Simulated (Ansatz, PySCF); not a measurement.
Species: bromo selenohypobromite, SeBr2 (charge 0, singlet). SMILES: Br[Se]Br
Geometry: optimised at B3LYP-D3(BJ)/def2-TZVP (Ansatz, a first-principles code).

Unscaled harmonic wavenumbers (cm⁻¹) in rising order, each level at the stationary point that it reaches from this structure (no distance between atoms moves by over 0.3 Å); the order of modes can differ between levels, and a negative number is imaginary. B3LYP-D3(BJ)/def2-TZVP (PySCF, at the structure above): 101, 286, 292.

HF/3-21G (Ansatz): 95, 285, 300. Zero-point energy 1.0 against 1.0 kcal/mol.

HF/LANL2DZ (Ansatz): 96, 271, 283. Zero-point energy 0.9 against 1.0 kcal/mol.
